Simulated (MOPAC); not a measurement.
MOPAC input (AM1):

```
AM1 FORCE THERMO(298,298) PRECISE LET CHARGE=-1 GEO-OK AUX(PRECISION=9) THREADS=1
C4H2BrSe

Br    2.25016374 1   -0.58075102 1   -0.19533183 1
C     0.39613906 1   -0.24063411 1   -0.03126571 1
C    -0.52856593 1   -1.34332453 1    0.07926825 1
C    -1.85798638 1   -1.11324092 1    0.19722242 1
Se   -1.97810754 1    0.92727932 1    0.16231290 1
C    -0.09672658 1    1.00938551 1   -0.01381309 1
H    -0.13407788 1   -2.36686534 1    0.06581879 1
H     0.38699254 1    1.97264286 1   -0.08035248 1
```

From the output:

```
     H    8   0.009304   6.041991

          HEAT OF FORMATION =      66.446483 KCALS/MOLE

          ZERO POINT ENERGY      27.501 KCAL/MOL

           NORMAL COORDINATE ANALYSIS (Total motion = 1 Angstrom)

   Root No.       1         2         3         4         5         6         7         8

                 1 A"      1 A'      2 A'      2 A"      3 A'      3 A"      4 A'      5 A'

                 150.4     220.0     273.5     317.1     382.1     550.2     551.9     710.0

           1    0.0000   -0.0458    0.1124   -0.0000    0.0311    0.0000   -0.0316   -0.0164
           2    0.0000    0.0494    0.0200   -0.0000    0.0085    0.0000   -0.0004    0.0048
           3   -0.0352    0.0000    0.0000    0.0039   -0.0000   -0.0045    0.0000    0.0000
           4   -0.0000   -0.0200    0.0054    0.0000   -0.0196   -0.0000    0.1158    0.0776
           5   -0.0000   -0.1503   -0.1306    0.0000    0.0128   -0.0000   -0.0703   -0.0262
           6    0.1568   -0.0000   -0.0000   -0.0651   -0.0000    0.1793   -0.0000   -0.0000
           7   -0.0000   -0.0699   -0.0699    0.0000   -0.1732    0.0000    0.1250   -0.0249
           8   -0.0000   -0.1210   -0.0915    0.0000    0.0853    0.0000   -0.0462    0.0364
           9    0.0990    0.0000    0.0000   -0.1044   -0.0000   -0.0569   -0.0000   -0.0000
          10    0.0000   -0.0742   -0.0780   -0.0000   -0.1832   -0.0000    0.1188   -0.0167
          11    0.0000   -0.0365   -0.0192   -0.0000    0.2309   -0.0000    0.2778   -0.0704
          12   -0.0259    0.0000    0.0000    0.1877    0.0000    0.0278    0.0000   -0.0000
          13    0.0000    0.0642   -0.0895    0.0000    0.0255    0.0000   -0.0293   -0.0400
          14    0.0000    0.0170    0.0403    0.0000   -0.0667    0.0000   -0.0048   -0.0103
          15   -0.0370   -0.0000   -0.0000   -0.0199   -0.0000   -0.0012   -0.0000   -0.0000
          16   -0.0000    0.0460   -0.0075   -0.0000    0.0245    0.0000    0.0400    0.3067
          17   -0.0000   -0.1096   -0.1336   -0.0000    0.0474    0.0000   -0.1073    0.0889
          18    0.2106   -0.0000   -0.0000    0.0917    0.0000   -0.0563   -0.0000    0.0000
          19   -0.0000   -0.1155   -0.1339    0.0000   -0.2832    0.0000   -0.0205   -0.0293
          20   -0.0000   -0.1473   -0.1298    0.0000    0.0224    0.0000   -0.1222    0.0242
          21    0.1456    0.0000    0.0000   -0.2923   -0.0000   -0.4279   -0.0000   -0.0000
          22   -0.0000    0.1304    0.0206   -0.0000    0.0088    0.0000    0.0630    0.3817
          23   -0.0000   -0.1328   -0.1397   -0.0000    0.0469    0.0000   -0.1131    0.0569
          24    0.2900   -0.0000   -0.0000    0.2350    0.0000   -0.2463   -0.0000    0.0000

   Root No.       9        10        11        12        13        14        15        16

                 4 A"      6 A'      5 A"      7 A'      8 A'      9 A'     10 A'     11 A'

                 811.7     848.6     849.9    1087.8    1198.2    1349.9    1680.6    1756.9

           1    0.0000   -0.0127   -0.0000    0.0011    0.0001   -0.0035   -0.0013    0.0008
           2    0.0000    0.0002    0.0000   -0.0003   -0.0000   -0.0005   -0.0006   -0.0003
           3   -0.0013   -0.0000   -0.0011    0.0000    0.0000   -0.0000   -0.0000    0.0000
           4   -0.0000    0.1960   -0.0000   -0.0162   -0.0155    0.1872    0.0069   -0.1227
           5   -0.0000    0.0140   -0.0000   -0.0002   -0.0204    0.1342   -0.0934    0.2575
           6    0.0443    0.0000    0.0767    0.0000   -0.0000    0.0000   -0.0000    0.0000
           7   -0.0000   -0.0427    0.0000    0.0020   -0.0163   -0.0292    0.3350    0.0632
           8   -0.0000    0.1598    0.0000    0.0656   -0.0068   -0.1872    0.0646   -0.0297
           9    0.0144    0.0000   -0.1569    0.0000   -0.0000   -0.0000    0.0000    0.0000
          10    0.0000   -0.0365   -0.0000    0.0077   -0.0412   -0.0896   -0.3051   -0.0644
          11    0.0000   -0.0670   -0.0000   -0.0052    0.0278   -0.0010   -0.0157    0.0039
          12   -0.0007    0.0000    0.0408    0.0000    0.0000    0.0000   -0.0000    0.0000
          13   -0.0000    0.0033   -0.0000    0.0002   -0.0005   -0.0019   -0.0002    0.0007
          14   -0.0000    0.0037   -0.0000   -0.0027    0.0002    0.0003    0.0002   -0.0001
          15    0.0022    0.0000    0.0011   -0.0000    0.0000   -0.0000    0.0000   -0.0000
          16    0.0000   -0.0243    0.0000   -0.0645    0.0270   -0.0645   -0.0259    0.1225
          17    0.0000   -0.1362    0.0000   -0.0285   -0.0357    0.0613    0.0557   -0.2042
          18   -0.1244   -0.0000   -0.0177   -0.0000   -0.0000    0.0000    0.0000   -0.0000
          19    0.0000   -0.1016   -0.0000    0.0496    0.6623    0.1464   -0.0038   -0.1012
          20    0.0000    0.1093   -0.0000    0.0918    0.4125   -0.0694   -0.1490   -0.1072
          21   -0.0473    0.0000    0.6968    0.0000    0.0000   -0.0000   -0.0000    0.0000
          22   -0.0000   -0.2476   -0.0000    0.6898   -0.0810    0.2342   -0.0084   -0.0029
          23   -0.0000   -0.0669    0.0000   -0.2392   -0.0082   -0.0038    0.0467   -0.1932
          24    0.7654   -0.0000   -0.0089   -0.0000   -0.0000   -0.0000    0.0000   -0.0000

   Root No.      17        18

                12 A'     13 A'

                3201.7    3296.9

           1   -0.0000    0.0000
           2   -0.0000   -0.0000
           3   -0.0000    0.0000
           4    0.0016   -0.0043
           5   -0.0028    0.0012
           6   -0.0000   -0.0000
           7    0.0387    0.0003
           8   -0.0605    0.0030
           9   -0.0000   -0.0000
          10    0.0001   -0.0005
          11   -0.0030    0.0006
          12   -0.0000   -0.0000
          13   -0.0001   -0.0001
          14    0.0001   -0.0002
          15    0.0000    0.0000
          16   -0.0008   -0.0161
          17   -0.0001   -0.0742
          18    0.0000    0.0000
          19   -0.4709    0.0100
          20    0.7661   -0.0169
          21    0.0000   -0.0000
          22    0.0057    0.2416
          23    0.0211    0.8627
          24    0.0000    0.0000

           MASS-WEIGHTED COORDINATE ANALYSIS (NORMAL COORDINATES)

   Root No.       1         2         3         4         5         6         7         8

                 1 A"      1 A'      2 A'      2 A"      3 A'      3 A"      4 A'      5 A'

                 150.4     220.0     273.5     317.1     382.1     550.2     551.9     710.0

           1    0.0000   -0.3298    0.6337   -0.0000    0.1918    0.0000   -0.2067   -0.1125
           2    0.0000    0.3557    0.1126   -0.0000    0.0522    0.0000   -0.0026    0.0331
           3   -0.2792    0.0000    0.0000    0.0370   -0.0000   -0.0470    0.0000    0.0000
           4   -0.0000   -0.0558    0.0119    0.0000   -0.0469   -0.0000    0.2935    0.2063
           5   -0.0000   -0.4192   -0.2855    0.0000    0.0307   -0.0000   -0.1781   -0.0697
           6    0.4827   -0.0000   -0.0000   -0.2404   -0.0000    0.7324   -0.0000   -0.0000
           7   -0.0000   -0.1949   -0.1528    0.0000   -0.4141    0.0000    0.3169   -0.0662
           8   -0.0000   -0.3375   -0.2000    0.0000    0.2039    0.0000   -0.1170    0.0967
           9    0.3050    0.0000    0.0000   -0.3857   -0.0000   -0.2325   -0.0000   -0.0000
          10    0.0000   -0.2070   -0.1706   -0.0000   -0.4381   -0.0000    0.3011   -0.0443
          11    0.0000   -0.1018   -0.0420   -0.0000    0.5520   -0.0000    0.7041   -0.1872
          12   -0.0796    0.0000    0.0000    0.6933    0.0000    0.1135    0.0000   -0.0000
          13    0.0000    0.4589   -0.5015    0.0000    0.1563    0.0000   -0.1906   -0.2727
          14    0.0000    0.1217    0.2256    0.0000   -0.4089    0.0000   -0.0313   -0.0700
          15   -0.2921   -0.0000   -0.0000   -0.1887   -0.0000   -0.0121   -0.0000   -0.0000
          16   -0.0000    0.1284   -0.0164   -0.0000    0.0587    0.0000    0.1015    0.8149
          17   -0.0000   -0.3056   -0.2921   -0.0000    0.1132    0.0000   -0.2719    0.2361
          18    0.6485   -0.0000   -0.0000    0.3388    0.0000   -0.2299   -0.0000    0.0000
          19   -0.0000   -0.0933   -0.0848    0.0000   -0.1961    0.0000   -0.0150   -0.0226
          20   -0.0000   -0.1190   -0.0822    0.0000    0.0155    0.0000   -0.0897    0.0186
          21    0.1299    0.0000    0.0000   -0.3127   -0.0000   -0.5064   -0.0000   -0.0000
          22   -0.0000    0.1054    0.0131   -0.0000    0.0061    0.0000    0.0463    0.2938
          23   -0.0000   -0.1073   -0.0885   -0.0000    0.0325    0.0000   -0.0831    0.0438
          24    0.2587   -0.0000   -0.0000    0.2514    0.0000   -0.2915   -0.0000    0.0000

   Root No.       9        10        11        12        13        14        15        16

                 4 A"      6 A'      5 A"      7 A'      8 A'      9 A'     10 A'     11 A'

                 811.7     848.6     849.9    1087.8    1198.2    1349.9    1680.6    1756.9

           1    0.0000   -0.1041    0.0000    0.0124    0.0008   -0.0273   -0.0070    0.0052
           2    0.0000    0.0015    0.0000   -0.0031   -0.0001   -0.0035   -0.0034   -0.0017
           3   -0.0129   -0.0000   -0.0109    0.0000    0.0000   -0.0000   -0.0000    0.0000
           4   -0.0000    0.6212   -0.0000   -0.0690   -0.0648    0.5599    0.0146   -0.3148
           5   -0.0000    0.0443   -0.0000   -0.0007   -0.0853    0.4013   -0.1973    0.6602
           6    0.1710    0.0000    0.2834    0.0000   -0.0000    0.0000   -0.0000    0.0000
           7   -0.0000   -0.1353    0.0000    0.0084   -0.0682   -0.0873    0.7072    0.1621
           8   -0.0000    0.5064    0.0000    0.2788   -0.0284   -0.5599    0.1364   -0.0762
           9    0.0557    0.0000   -0.5797    0.0000   -0.0000   -0.0000    0.0000    0.0000
          10    0.0000   -0.1158   -0.0000    0.0329   -0.1724   -0.2680   -0.6441   -0.1652
```

The dipole moment of an ion depends on the origin.
